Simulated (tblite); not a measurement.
Isomers of C2H9ClSi3. Calculated harmonic vibrations of the isolated species, GFN2-xTB (tblite), most abundant isotopes, no scaling. The method is semi-empirical: single wavenumbers can be off by several per cent or more. Modes of hydrogen on silicon can be 10 to 20 % off. One conformer each.

Electronic energies: GFN2-xTB at the same geometries; isomer energies are rough at this level and their order can be wrong.

```
                       SMILES  electronic energy, lowest = 0 (kJ/mol)
Cl[C@@H]1C[SiH2][SiH2][SiH2]1                                    32.5
   C=C[SiH2][Si@@H]([SiH3])Cl                                     0.0
 Cl[C@H]1[SiH2]C[SiH2][SiH2]1                                    36.9
```

**Question.** How do GFN2-xTB zero-point energies change the relative energies?

**Answer.** 
| SMILES | ZPE (kJ/mol) | of it from modes above 1550 cm⁻¹ | electronic (kJ/mol) | with ZPE, lowest = 0 (kJ/mol) | lowest mode (cm⁻¹) | rings |
| --- | --- | --- | --- | --- | --- | --- |
| C=C[SiH2][Si@@H]([SiH3])Cl | 238.9 | 143.6 | 0.0 | 0.0 | 18i | 0 |
| Cl[C@@H]1C[SiH2][SiH2][SiH2]1 | 247.2 | 131.9 | 32.5 | 40.7 | 61 | 1 |
| Cl[C@H]1[SiH2]C[SiH2][SiH2]1 | 244.9 | 133.0 | 36.9 | 42.8 | 50 | 1 |

The zero-point energies span 8.3 kJ/mol, from `C=C[SiH2][Si@@H]([SiH3])Cl` to `Cl[C@@H]1C[SiH2][SiH2][SiH2]1`. Slightly imaginary modes are left out of the zero-point energy: `C=C[SiH2][Si@@H]([SiH3])Cl` 18.4i cm⁻¹. The order is unchanged.
